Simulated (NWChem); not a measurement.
Species: GeSiH₆O; SMILES [SiH3][O][GeH3]

Results from NWChem. Medium grid unless said otherwise, to which SCAN and Minnesota functionals are sensitive. Coordinates come from a PBE-D3(BJ)/def2-SVP optimisation.

Task: Order these by “dipole (D)”, lowest first: LDA (Slater exchange, VWN5)/def2-SVP; PBE0/def2-SVP; KT2/def2-SVP.

Result: KT2/def2-SVP (1.17), LDA (Slater exchange, VWN5)/def2-SVP (1.23), PBE0/def2-SVP (1.28)
